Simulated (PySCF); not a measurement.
Finite-field polarisability of Cs⁻ (caesium, charge -1)

[Xe] 6s2, closed-shell 1S. Calculation: PySCF 2.14, in aug-cc-pwCVTZ-X2C (11s10p8d4f, 109 functions); scalar relativity by spin-free X2C-1e. Frozen: [Kr] 4d10. Energy changes in a uniform field (μhartree):

| axis | F (au) | HF | MP2 | CCSD | CCSD(T) |
| --- | --- | --- | --- | --- | --- |
| x | 0.00025 | -97.431 | -53.788 | -65.894 | -63.690 |
| x | 0.0005 | -395.169 | -220.967 | -266.699 | -258.006 |

Q: Derive α along x at CCSD(T) from the two fields.

A: With ΔE = −αF²/2 − γF⁴/24, α = −(16 ΔE(F) − ΔE(2F))/(6F²) = 2029 bohr³.

Q: And the mean polarisability at each level?

A: HF 3103, MP2 1706, CCSD 2100, CCSD(T) 2029 bohr³.

The polarisability of an anion needs two sets of diffuse s and p functions; this basis lacks them, so these values show the method and not the converged property.
